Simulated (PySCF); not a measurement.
Vertical excitations of a molecule C₂H₅ClSi₂ from TDDFT-PBE/def2-SVPD run with PySCF, as energy in eV (oscillator strength): 5.02 (0.005), 5.60 (0.010), 5.73 (0.003), 5.96 (0.072), 6.03 (0.008), 6.07 (0.036), 6.38 (0.018), 6.48 (0.014), 6.53 (0.008), 6.70 (0.011). Lowest triplet (TDA): 4.60 eV. Geometry: PBE0-D3(BJ)/def2-SVP. Other conformers were not sampled.

Pick the molecule that these values belong to.
A) C#C[Si@@H]([SiH3])Cl
B) C#C[SiH2][SiH2]Cl
C) [SiH3]C#C[SiH2]Cl
D) Cl[Si@H]1C=C[SiH2]1

A, C#C[Si@@H]([SiH3])Cl
